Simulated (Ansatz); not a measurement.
Species: fluoro(trimethoxy)silane, C3H9FO3Si, charge 0, multiplicity 1. 
Geometry from a B3LYP-D3(BJ)/def2-TZVP (Ansatz, a first-principles code) optimisation:
```xyz
17

Si    -0.0419    -0.0184     0.3159
F     -0.7023     0.4890     1.6745
O     -0.5309     0.9593    -0.8879
C     -0.4303     2.3781    -0.8778
O      1.5531     0.0137     0.5859
C      2.5334    -0.4779    -0.3197
O     -0.5042    -1.5238    -0.0482
C     -1.7821    -1.9154    -0.5356
H      0.6087     2.6975    -0.7624
H     -1.0244     2.8057    -0.0669
H     -0.8101     2.7475    -1.8296
H      2.4728     0.0354    -1.2832
H      2.4091    -1.5508    -0.4805
H      3.5133    -0.2931     0.1182
H     -1.7081    -2.9485    -0.8727
H     -2.5316    -1.8543     0.2568
H     -2.0914    -1.2855    -1.3721
```
Charge 0, spin multiplicity 1.

Dipole moments at this geometry, in debye (magnitudes).

```tsv
level	program	dipole (D)
B3LYP/def2-TZVPD	Ansatz	2.15
CAM-B3LYP/def2-TZVPD	Ansatz	2.21
wB97M-V/def2-TZVPD	Ansatz	2.15
wB97X-V/def2-TZVPD	Ansatz	___
CCSD(T)/aug-cc-pV(D+d)Z	Ansatz	___
```

Problem. Complete the blanks.

Solution. 
- wB97X-V/def2-TZVPD, dipole (D): 2.17
- CCSD(T)/aug-cc-pV(D+d)Z, dipole (D): 2.16
